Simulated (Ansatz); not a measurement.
AlBr$_{3}$, SMILES `[Br][Al]([Br])[Br]` with one electron removed (charge 1, multiplicity 2), Ansatz (a first-principles code) with frozen-core CCSD(T)/def2-TZVPP // PBE0-D3(BJ)/def2-TZVP. The run hit its time limit unfinished.

Ansatz 0.2 input:
```yaml
crystal:
  periodic: [false, false, false]
  atoms:
    - { symbol: Br, position_ang: [-1.867929, -1.206335, -0.160029] }
    - { symbol: Al, position_ang: [0.000158, -0.000109, -0.000226] }
    - { symbol: Br, position_ang: [1.974753, -1.020281, 0.1722] }
    - { symbol: Br, position_ang: [-0.106981, 2.226725, -0.011944] }
basis:
  gaussian: { orbitals: def2-TZVPP }
correlation:
  method: ccsd_t
total_charge: 1
magnetization:
  spin_polarized: true
  initial_magnetization: 1
```

The last lines of the output:

```
mean field evaluation 608: about -216575.2183 eV, gradient 8.3e-1 eV
mean field evaluation 640: about -216575.6271 eV, gradient 2.3e-3 eV
mean field evaluation 672: about -216574.7951 eV, gradient 2.7e-2 eV
mean field evaluation 704: about -216574.7953 eV, gradient 1.0e-2 eV
mean field evaluation 736: about -216574.3585 eV, gradient 1.0e0 eV
mean field evaluation 768: about -216575.5199 eV, gradient 5.2e-1 eV
mean field evaluation 800: about -216574.0270 eV, gradient 2.6e-4 eV
mean field -216575.86982203 eV, -7959.0164155626 hartree, gradient 2.7e-6 eV, S^2 0.760372; 27 other end points of the search recorded, 0 dependent functions left out
determinant -216575.86982203 eV, -7959.0164155626 hartree, with singles and doubles -216599.55409052 eV, -7959.8867963757 hartree
determinant -216575.86961290 eV, -7959.0164078770 hartree, with singles and doubles -216599.55390806 eV, -7959.8867896703 hartree
determinant -216575.86868212 eV, -7959.0163736714 hartree, with singles and doubles -216599.55311679 eV, -7959.8867605918 hartree
determinant -216575.62824167 eV, -7959.0075376481 hartree, with singles and doubles -216599.25912777 eV, -7959.8759566947 hartree
determinant -216575.62708438 eV, -7959.0074951185 hartree, with singles and doubles -216599.25806243 eV, -7959.8759175441 hartree
determinant -216575.52815508 eV, -7959.0038595336 hartree, with singles and doubles -216599.61079130 eV, -7959.8888800908 hartree
determinant -216575.52751858 eV, -7959.0038361426 hartree, with singles and doubles -216599.61033210 eV, -7959.8888632157 hartree
determinant -216575.52736013 eV, -7959.0038303197 hartree, with singles and doubles -216599.61019607 eV, -7959.8888582166 hartree
determinant -216575.37438802 eV, -7958.9982086984 hartree, with singles and doubles -216599.66095890 eV, -7959.8907237164 hartree
determinant -216575.17544803 eV, -7958.9908977886 hartree, with singles and doubles -216599.25194564 eV, -7959.8756927562 hartree
determinant -216575.17479504 eV, -7958.9908737917 hartree, with singles and doubles -216599.25132357 eV, -7959.8756698954 hartree
determinant -216574.79528115 eV, -7958.9769269133 hartree, with singles and doubles -216599.04970669 eV, -7959.8682606119 hartree
determinant -216574.79509673 eV, -7958.9769201362 hartree, with singles and doubles -216599.04958422 eV, -7959.8682561111 hartree
determinant -216574.72750669 eV, -7958.9744362481 hartree, with singles and doubles -216599.03973245 eV, -7959.8678940652 hartree
```
